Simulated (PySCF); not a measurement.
Nuclear quadrupole coupling in `C=CP1(=S)CCCCC1`

Species: C7H13PS.
Z-matrix (Å and degrees, GFN2-xTB geometry), rows numbered from 1:
```
C 
C   1  1.3218
P   2  1.8191  1  120.25
S   3  1.9363  2  116.11  1     0.04
C   3  1.8458  2  104.34  1   127.86
C   5  1.5248  3  108.06  2   164.82
C   6  1.5274  5  112.00  3   -63.37
C   7  1.5274  6  112.23  5    65.15
C   8  1.5246  7  111.90  6   -65.45
H   1  1.0803  2  119.95  3    -0.11
H   1  1.0780  2  122.87  3   179.87
H   2  1.0823  1  122.78  3  -179.92
H   5  1.0928  3  109.87  2    43.21
H   5  1.0936  3  107.86  2   -75.34
H   6  1.0930  5  109.47  3   174.86
H   6  1.0940  5  108.70  3    57.29
H   7  1.0919  6  108.83  5  -174.30
H   7  1.0940  6  109.61  5   -56.79
H   8  1.0930  7  109.59  6   172.84
H   8  1.0941  7  109.20  6    54.88
H   9  1.0929  3  109.81  2   -43.70
H   9  1.0936  3  108.06  2    74.94
```

Field gradients from the PBE0/pcSseg-1 density (PySCF, non-relativistic), principal values in atomic units, ordered |Vxx| ≤ |Vyy| ≤ |Vzz|:

```tsv
atom	Vxx	Vyy	Vzz
S4	-1.0541	-1.2002	2.2543
```

Question: Find the asymmetry η = (Vxx − Vyy)/Vzz and the couplings χ = eQV/h (234.96 MHz × Q in barn × V in au), with Q(33S) = −0.0678 b.

Answer: 
```json
{"atom": "S4", "environment": "sulfur bonded to P", "nucleus": "33S", "η": "0.06", "χzz (MHz)": "-35.91", "χxx (MHz)": "16.79", "χyy (MHz)": "19.12"}
```

The tensor is traceless: Vxx + Vyy + Vzz = 0.

Question: What is Vzz at S4 in SI units (1 au = 9.71736 × 10²¹ V/m²)?

Answer: 2.2543 au = 21.906 × 10²¹ V/m².

Were the hydrogens deuterons (Q(2H) = 0.00286 b), χzz would run from 196 kHz (H20 and H16) to 224 kHz (H11).

One conformer (not necessarily the lowest) at the GFN2-xTB geometry, without solvent, vibrations or thermal averaging. GFN2-xTB bond lengths can be off by several hundredths of an ångström, more for odd bonds, and the gradients follow them. A larger basis could move these couplings by a tenth or more.

These values come from a run that also computed NMR shieldings. The run took about 3 min of CPU time (with the writing of density and orbital grids) (one thread, shared machine).
